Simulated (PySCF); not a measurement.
Compound: CF3SO2Cl.
Geometry (PBE0-D3(BJ)/def2-SVP, Å), atoms numbered from 1 in this order:
```
atom  x, y, z in Å
O1     1.3258   -0.1780    1.4673
S2     0.9534   -0.1165    0.0769
O3     1.4111   -1.0536   -0.9166
Cl4    1.3015    1.8020   -0.6113
C5    -0.9191   -0.0936   -0.0074
F6    -1.3273   -1.2942    0.3403
F7    -1.3831    0.8042    0.8286
F8    -1.3031    0.1802   -1.2318
```

Computed, not measured: TDDFT PBE0/def2-SVPD, vertical, gas phase, core orbitals frozen in the response in PySCF 2.14.0, density-fitted response routines.

Ground-to-excited transition dipoles (e·a0, same axes as the geometry; the sign carries no meaning), for the states with f of 0.002 or more among the lowest 6:

```
state  E (hartree)      μx      μy      μz
   S1       0.2044   0.009  -0.049  -0.149
   S2       0.2257   0.177  -0.011   0.012
   S3       0.2330  -0.406  -0.480   0.156
   S4       0.2392   0.010  -0.039  -0.109
   S5       0.2659  -0.007   0.065   0.169
   S6       0.2788  -0.170  -0.855   0.306
```

Problem. Work out the oscillator strengths.

Solution. f = (2/3) ΔE |μ|² with ΔE in hartree (27.2114 eV).

```tsv
state	|μ|² (au)	|μ| (D)	f
S1	0.025	0.40	0.003
S2	0.032	0.45	0.005
S3	0.419	1.65	0.065
S4	0.014	0.30	0.002
S5	0.033	0.46	0.006
S6	0.853	2.35	0.159
```

Problem. Which bond between heavy atoms lies closest to the direction of the S6 transition dipole?

Solution. S2–Cl4, at 1° from it; next C5–F6 at 8°.

Problem. What angle do the transition dipoles of S3 and S6 make?

Solution. |cos θ| = |μa·μb| / (|μa| |μb|) = 0.88, so θ ≈ 28° (taken between 0 and 90°, since the signs are arbitrary).

Problem. What peak molar absorption coefficient would the strongest computed level give as a lone Gaussian band 0.3 eV wide at half height?

Solution. ε(max) = 2.175×10⁸ f / FWHM, with the width in cm⁻¹. S6: 2.175×10⁸ × 0.1586 / 2420 ≈ 14000 L mol⁻¹ cm⁻¹.

Hardware: one thread, AMD EPYC 9R14 (x86_64), shared host with 96 logical CPUs at a one-minute load of 44. Cost: 22 s (with the writing of density and orbital grids), 0.86 GiB resident at most.
